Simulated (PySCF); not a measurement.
SMILES CC[O][In]([OH])[OH], CAM-B3LYP/def2-SVP optimised geometry.

```
13

In    -0.20    -1.22     0.00
O     -1.20    -2.93     0.00
H     -2.15    -2.79    -0.02
O      1.78    -1.22     0.00
H      2.15    -2.11     0.01
O     -1.25     0.47     0.00
C     -0.66     1.75    -0.04
C      0.37     1.91    -1.15
H     -1.49     2.47    -0.20
H     -0.20     2.01     0.93
H     -0.09     1.69    -2.13
H      0.77     2.93    -1.18
H      1.22     1.22    -1.00
```

Density from CAM-B3LYP/def2-TZVP, def2 effective core potentials past Kr in PySCF 2.14.0 at that geometry. The core electrons that the potentials of In replace are not part of the density.

Minimum of the electron density along straight lines between bonded atoms, close to the bond critical point (lines longer than 1.1 times the sum of covalent radii, or with two minima, are not listed):

```json
[
 {"bond": "In1–O2", "length / Å": "1.982", "ρ at the minimum / e bohr⁻³": "0.115", "∇²ρ there / e bohr⁻⁵": "0.51", "position (fraction from the first atom)": "0.52"},
 {"bond": "O2–H3", "length / Å": "0.966", "ρ at the minimum / e bohr⁻³": "0.353", "∇²ρ there / e bohr⁻⁵": "-2.34", "position (fraction from the first atom)": "0.80"},
 {"bond": "In1–O4", "length / Å": "1.983", "ρ at the minimum / e bohr⁻³": "0.115", "∇²ρ there / e bohr⁻⁵": "0.51", "position (fraction from the first atom)": "0.52"},
 {"bond": "O4–H5", "length / Å": "0.966", "ρ at the minimum / e bohr⁻³": "0.353", "∇²ρ there / e bohr⁻⁵": "-2.34", "position (fraction from the first atom)": "0.80"},
 {"bond": "In1–O6", "length / Å": "1.983", "ρ at the minimum / e bohr⁻³": "0.114", "∇²ρ there / e bohr⁻⁵": "0.50", "position (fraction from the first atom)": "0.52"},
 {"bond": "O6–C7", "length / Å": "1.406", "ρ at the minimum / e bohr⁻³": "0.265", "∇²ρ there / e bohr⁻⁵": "?", "position (fraction from the first atom)": "0.64"},
 {"bond": "C7–C8", "length / Å": "1.519", "ρ at the minimum / e bohr⁻³": "0.256", "∇²ρ there / e bohr⁻⁵": "?", "position (fraction from the first atom)": "0.50"},
 {"bond": "C7–H9", "length / Å": "1.105", "ρ at the minimum / e bohr⁻³": "0.279", "∇²ρ there / e bohr⁻⁵": "-0.98", "position (fraction from the first atom)": "0.65"},
 {"bond": "C7–H10", "length / Å": "1.108", "ρ at the minimum / e bohr⁻³": "0.277", "∇²ρ there / e bohr⁻⁵": "-0.96", "position (fraction from the first atom)": "0.64"},
 {"bond": "C8–H11", "length / Å": "1.101", "ρ at the minimum / e bohr⁻³": "0.272", "∇²ρ there / e bohr⁻⁵": "-0.92", "position (fraction from the first atom)": "0.64"},
 {"bond": "C8–H12", "length / Å": "1.101", "ρ at the minimum / e bohr⁻³": "0.271", "∇²ρ there / e bohr⁻⁵": "-0.91", "position (fraction from the first atom)": "0.64"},
 {"bond": "C8–H13", "length / Å": "1.104", "ρ at the minimum / e bohr⁻³": "0.271", "∇²ρ there / e bohr⁻⁵": "-0.91", "position (fraction from the first atom)": "0.64"}
]
```

Question: What belongs in the gaps?

Answer: 
- O6–C7, ∇²ρ there / e bohr⁻⁵: -0.62
- C7–C8, ∇²ρ there / e bohr⁻⁵: -0.67
